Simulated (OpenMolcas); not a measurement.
Cu3+ with 6 ligands (water) in octahedral coordination (Th). Ligand basis ANO-RCC-VDZP.

| Item | Value |
| --- | --- |
| Program | OpenMolcas |
| Method | CASSCF |
| Basis | ANO-RCC-VTZP [6s5p3d2f1g] |
| Scalar Hamiltonian | DKH2, point nucleus |
| Active space | 8 electrons in 5 orbitals (3d) |
| State averaging | 2S+1 = 3 even, 10 roots; 2S+1 = 1 even, 15 roots |
| Spin-orbit coupling | RASSI with atomic mean-field integrals over the reference wave functions |

All ligands move together. At R = 1.83 Å the first state of the same spin is 14582 cm-1, and at R = 2.03 Å it is 8163 cm-1.

**Question.** A third run gives 11832 cm-1. What distance was it run at?

**Answer.** With a power law R^-n the two known points give n = -ln(8163 / 14582) / ln(2.03 / 1.83) = 5.59. Then R = 1.83 × (14582 / 11832)^(1/5.59) = 1.900 Å. The run was at 1.9 Å, so the estimate is off by 0 Å.

Without dynamic correlation the repulsion within the d shell is too large (B by tens of per cent), so at a given field states of lower spin stand too high. Ligand-to-metal charge-transfer states are missing. With no ligand orbital active B as a rule stays too high, so bands that hang on it stand too high and its fall with covalency is understated. With metal d orbitals alone the field can be off either way by tens of per cent. No measured value stands beside these numbers; the geometry is a model, was not optimised and need not be the one that this ion takes.
